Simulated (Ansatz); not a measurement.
CH3F3Ti (`[CH3][Ti]([F])([F])[F]`). Total charge 0; spin multiplicity 1. The structure was optimised at the PBE0-D4/def2-TZVP level.

```xyz
8

C     0.201   -0.894    0.538
Ti   -0.184    0.819   -0.493
F     1.374    1.557   -0.791
F    -0.993    0.320   -1.962
F    -1.205    1.784    0.551
H     0.838   -1.542   -0.071
H     0.712   -0.642    1.472
H    -0.743   -1.401    0.756
```

(1) What is the dipole moment at B3LYP/def2-TZVPP? (An estimate is asked.)

(2) And with PBE, r2SCAN, ωB97M-V? (An estimate is asked.)

(3) Give the Mulliken charges with B3LYP, r2SCAN, PBE in def2-TZVPP. (Estimate.)

Results:

(1) The calculation gave: 1.57 D, with components (0.30, -1.32, 0.79) D in this frame, pointing from negative to positive charge.

(2) The calculation gave: PBE 1.33 D, r2SCAN 1.43 D, ωB97M-V 1.52 D.

(3) The calculation gave: 
```json
{"atom": "C1", "B3LYP": "-0.49", "r2SCAN": "-0.41", "PBE": "-0.50"}
{"atom": "Ti2", "B3LYP": "1.24", "r2SCAN": "1.20", "PBE": "1.09"}
{"atom": "F3", "B3LYP": "-0.37", "r2SCAN": "-0.36", "PBE": "-0.32"}
{"atom": "F4", "B3LYP": "-0.37", "r2SCAN": "-0.36", "PBE": "-0.32"}
{"atom": "F5", "B3LYP": "-0.37", "r2SCAN": "-0.36", "PBE": "-0.32"}
{"atom": "H6", "B3LYP": "0.12", "r2SCAN": "0.09", "PBE": "0.12"}
{"atom": "H7", "B3LYP": "0.12", "r2SCAN": "0.09", "PBE": "0.12"}
{"atom": "H8", "B3LYP": "0.12", "r2SCAN": "0.09", "PBE": "0.12"}
```

B3LYP here is the variant with VWN-RPA as its local correlation; programs differ in this.

Computed with Ansatz.
